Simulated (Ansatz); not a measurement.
Basis-set series for C₂H₈NSc (`[CH3][Sc]([CH3])[NH2]`). The species carries charge 0 and has multiplicity 1. Geometry: relaxed with PBE0-D4/def2-TZVP. It is one conformer, not always the lowest.

```tsv
functional	basis	functions	energy (Eh)	HOMO (eV)	LUMO (eV)
PBE0-D4	def2-TZVPP	269	-896.20631	-6.55	-1.50
PBE0-D4	def2-QZVPP	504	-896.23003	-6.58	-1.52
ωB97M-V	def2-TZVPP	269	-896.43149	-8.89	-0.03
ωB97M-V	def2-QZVPP	504	-896.45373	-8.91	-0.14
```

(1) Give the rows for def2-SVP. (Estimate.)

Answers

(1) Ansatz gave: 
```tsv
functional	basis	functions	energy (Eh)	HOMO (eV)	LUMO (eV)
PBE0-D4	def2-SVP	113	-895.94840	-6.44	-1.36
ωB97M-V	def2-SVP	113	-896.16507	-8.76	0.04
```

Scalar relativity is left out up to krypton.
